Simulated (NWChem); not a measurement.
System: SiNH₃S, singlet; SMILES [Si](S)N

Input file for NWChem:

```
start job
memory heap 200 mb stack 900 mb global 1100 mb
geometry units angstroms noautoz
  Si    -0.702523    -0.630221     0.000000
  N      0.765922    -1.524117     0.000000
  H      0.743268    -2.538539     0.000000
  H      1.717504    -1.167223     0.000000
  S      0.194105     1.348663     0.000000
  H     -0.990764     1.994519     0.000000
end
basis spherical
  Si library def2-svpd
  N library def2-svpd
  H library def2-svpd
  S library def2-svpd
end
dft
  xc b3lyp
  iterations 150
end
tddft
  cis
  nroots 8
  notriplet
end
task tddft energy
```

Low-valent species are run as closed-shell singlets; no triplet was tried in these runs. Coordinates come from a PBE0/def2-SVP optimisation. B3LYP is NWChem's, with the RPA form of VWN correlation.

Vertical excitations in the gas phase.

Problem. Give the results of this calculation. (B3LYP/def2-SVPD, TDA.) Quantities: lowest excitation, singlet (eV); oscillator strength of that lowest state; lowest state with f > 0.02, singlet (eV); oscillator strength of that bright state; orbital gap (eV).

Solution. 
```
Property                                  Value
----------------------------------------  -----
lowest excitation, singlet (eV)            4.52
oscillator strength of that lowest state  0.047
lowest state with f > 0.02, singlet (eV)   4.52
oscillator strength of that bright state  0.047
orbital gap (eV)                           5.05
```
